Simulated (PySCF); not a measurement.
Species: (CF3)3CH, C₄HF₉.
Z-matrix (Å and degrees, PBE0-D3(BJ)/def2-SVP geometry), rows numbered from 1:
```
F 
C   1  1.3271
F   2  1.3293  1  108.17
F   2  1.3293  1  108.40  3  -116.50
C   2  1.5335  1  111.60  3   121.96
C   5  1.5338  2  112.07  1    47.65
F   6  1.3287  5  110.05  2   160.32
F   6  1.3303  5  110.63  2    41.43
F   6  1.3274  5  111.73  2   -79.19
C   5  1.5336  2  112.19  1   -79.57
F  10  1.3279  5  111.63  2    48.23
F  10  1.3295  5  110.62  2   168.82
F  10  1.3285  5  110.20  2   -72.25
H   5  1.0992  2  106.69  1   163.96
```

The closed-shell ground state was solved at several levels (PySCF, density fitting, gas phase, non-relativistic).

```csv
level,basis functions,HOMO (eV),LUMO (eV),gap (eV),dipole (D)
PBE/pcSseg-2,482,-9.78,-0.27,9.51,1.28
wB97X-D/def2-SVPD,295,-13.73,2.07,15.80,1.38
PBE0/pcSseg-1,226,-11.67,1.02,12.69,1.39
```

(1) What might B3LYP/pcJ-1 (361 basis functions) give for the same quantities?

(2) Over all these levels, which gives the widest orbital gap and which the narrowest?

(3) How far do the dipole and the HOMO energy spread over the levels?

Results:

(1) HOMO -11.39 eV, LUMO 0.65 eV, gap 12.04 eV, dipole 1.41 D.

(2) wB97X-D/def2-SVPD (range-separated hybrid) has the widest, 15.80 eV, and PBE/pcSseg-2 (GGA) the narrowest, 9.51 eV. Functional and basis both differ between the two, so the spread mixes both effects.

(3) The dipole runs from 1.28 to 1.41 D (mean 1.36 D) and the HOMO from -13.73 to -9.78 eV.
